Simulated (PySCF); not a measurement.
silicon dioxide molecule (O2Si), SMILES O=[Si]=O. Atoms are numbered in the order given.

```xyz
3

O      0.0000     0.0000     1.5050
Si     0.0000     0.0000     0.0000
O      0.0000     0.0000    -1.5050
```

Geometry optimised at ωB97X-D3(BJ)/def2-TZVP.

Two levels are set side by side: PBE/pcSseg-2 (PySCF) and KT2/pcSseg-2 (PySCF). GIAO shifts against H2O (¹⁷O), TMS (²⁹Si) at the same level; non-relativistic, no solvent, atoms listed together averaged. Differences are taken from unrounded values.

| quantity | PBE |
|---|---|
| δ(¹⁷O) of O1, O3 (ppm) | 124.1 |
| δ(²⁹Si) of Si2 (ppm) | -2.1 |

**Question.** These are the PBE values. What does KT2 give? (An estimate is asked for; the answer gives what the named calculation found.)

**Answer.** 
```json
[
 {"quantity": "δ(¹⁷O) of O1, O3 (ppm)", "KT2": "125.9", "PBE minus KT2": "-1.7"},
 {"quantity": "δ(²⁹Si) of Si2 (ppm)", "KT2": "-1.0", "PBE minus KT2": "-1.1"}
]
```

Rough cost on one machine, each run with all the roots and properties that it gave: KT2 against PBE within a factor of 2.
